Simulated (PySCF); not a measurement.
**Correlation energy of Ti⁺ (titanium, charge +1)**

[Ar] 3d2 4s1, high-spin 4F determinant. Calculation: PySCF 2.14, in aug-cc-pwCVTZ (10s9p7d4f3g, 127 functions); the non-relativistic Hamiltonian (point nucleus). Frozen: [Ar]; 3 electrons correlated.

MP2 pair energies summed by pair of shells (mhartree):

```json
{"pair": "3d-4s", "energy": "-6.58", "share (%)": "55.0"}
{"pair": "3d-3d", "energy": "-5.38", "share (%)": "45.0"}
```

Total MP2 correlation energy: -11.96 mhartree.

Same-spin part -11.96 and opposite-spin part 0.00 mhartree; SCS-MP2 scales them by 1/3 and 6/5 to -3.99 mhartree.
